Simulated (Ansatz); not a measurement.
Geometry optimisation, RKS PBE/def2-SVP (Ansatz 0.2.0).

The input (input.yaml):

```yaml
crystal:
  periodic: [false, false, false]
  atoms:
    - { symbol: B, position_ang: [-1.4802, 1.5197, -0.199] }
    - { symbol: Ge, position_ang: [-0.8725, -0.3414, -0.104] }
    - { symbol: B, position_ang: [0.917, -0.3604, 0.761] }
    - { symbol: "N", position_ang: [2.232, -0.8852, 0.0183] }
    - { symbol: H, position_ang: [-1.756, 2.0439, -1.2798] }
    - { symbol: H, position_ang: [-1.6734, 2.2111, 0.7759] }
    - { symbol: H, position_ang: [-0.7308, -0.9261, -1.5283] }
    - { symbol: H, position_ang: [-1.8211, -1.1689, 0.7281] }
    - { symbol: H, position_ang: [1.0796, 0.0663, 1.9168] }
    - { symbol: H, position_ang: [2.62897, -1.54368, 0.75391] }
    - { symbol: H, position_ang: [2.81646, -0.05581, -0.0008] }
basis:
  gaussian: { orbitals: def2-SVP }
hamiltonian:
  xc: pbe
relax:
  f_tol: 0.015
  max_steps: 40
output:
  orbitals: {}
```

Run as:

```bash
$ ansatz run input.yaml --threads 2 --pin off --max-ram 3072MiB --backend cpu --events-out ev --progress --plain --runs-dir out
```

Q: Where does it end, and by what steps?

A: The run converged. After 23 steps the energy has fallen by 1.927 eV; H11 moved furthest, 1.26 Å.

```
step  energy less start (eV)  largest force component (eV/Å)  accepted
   0                  0.0000                           3.425       yes
   1                 -0.4786                           2.108       yes
   2                 -0.7513                           1.856       yes
   3                 -1.0437                           2.272       yes
   4                 -1.3527                           2.363       yes
   5                 -1.6347                           1.547       yes
   6                 -1.8322                           1.132       yes
   7                 -1.8752                           0.622       yes
   8                 -1.7939                           1.554        no
   9                 -1.9027                           0.415       yes
  10                 -1.9151                           0.077       yes
  11                 -1.9232                           0.038       yes
  12                 -1.9142                           0.351        no
  13                 -1.9251                           0.045       yes
  14                 -1.9242                           0.199        no
  15                 -1.9250                           0.103        no
  16                 -1.9261                           0.019       yes
  17                 -1.9266                           0.025       yes
  18                 -1.9268                           0.026       yes
  19                 -1.9269                           0.023       yes
  20                 -1.9268                           0.038        no
  21                 -1.9269                           0.018       yes
  22                 -1.9269                           0.016       yes
  23                 -1.9270                           0.010       yes
```

```xyz
11
Properties=species:S:1:pos:R:3
B -1.464 1.617 -0.176
Ge -0.838 -0.332 -0.119
B 0.958 -0.414 0.946
N 2.150 -0.710 0.287
H -1.153 2.350 -1.097
H -2.088 2.097 0.752
H -0.604 -0.924 -1.546
H -1.873 -1.251 0.599
H 0.988 -0.202 2.145
H 3.052 -0.767 0.766
H 2.213 -0.906 -0.714
```

Run time: 76 s on 2 threads of Arm Neoverse N1, on a shared host, peak memory 0.17 GiB.
